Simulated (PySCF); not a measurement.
C₅H₈O₂ (charge +1 and doublet state).
Geometry (PBE0-D3(BJ)/def2-SVP, Å), atoms numbered from 1 in this order:
```
atom  x, y, z in Å
C1    -2.3033    0.8113   -0.8627
C2    -0.8145    0.7085   -0.7774
O3    -0.0960    1.4041   -1.4618
C4    -0.1840   -0.2707    0.1832
C5     1.3166   -0.1119    0.1285
C6     2.1818   -0.9235    1.0379
O7     1.7932    0.6796   -0.6558
H8    -2.6634    1.2930    0.0622
H9    -2.7504   -0.1922   -0.9163
H10   -2.5939    1.4175   -1.7284
H11   -0.5668   -0.1303    1.2097
H12   -0.4662   -1.3041   -0.0911
H13    1.9899   -0.6030    2.0755
H14    1.9085   -1.9869    0.9605
H15    3.2395   -0.7755    0.7922
```

The hyperfine couplings belong to this conformer and change with its torsions.

The species is `CC(=O)CC(C)=[O+]` [radical] (charge +1).

Computed with PySCF, UKS B3LYP, IGLO-III on C O, pcH-1 on H, non-relativistic, mean-field spin-orbit, GIAO. One conformer (not necessarily the lowest) at the PBE0-D3(BJ)/def2-SVP geometry, without solvent, vibrations or thermal averaging. Stability of the SCF solution: not tested.

Q: Where do the isotropic ENDOR lines of H11/H12 and H8 (×6) fall at 1207.1 mT, to first order?

A: For S = 1/2 in fast tumbling each set of equivalent nuclei gives two lines, ν± = |νn ± a/2| to first order, with νn = g_N μN B/h and μN/h = 7.62259 MHz/T.

```csv
nuclei,isotope,g_N,νn (MHz),a_iso (MHz),lower line (MHz),upper line (MHz)
H11/H12,1H,5.5857,51.40,-12.93,44.93,57.86
H8 (×6),1H,5.5857,51.40,-3.38,49.70,53.09
```

Q: Which pairs are centred on the nuclear Larmor frequency, and which on half the coupling?

A: Centred on νn, since |a| < 2νn: H11/H12 and H8 (×6). No pair has |a| > 2νn.

Class means assume fast exchange of nuclei equivalent by connectivity; if that motion is slow, each nucleus keeps its own coupling. The six 1H nuclei of mean -3.4 MHz run from -5.8 to -0.6 MHz in the frozen geometry.
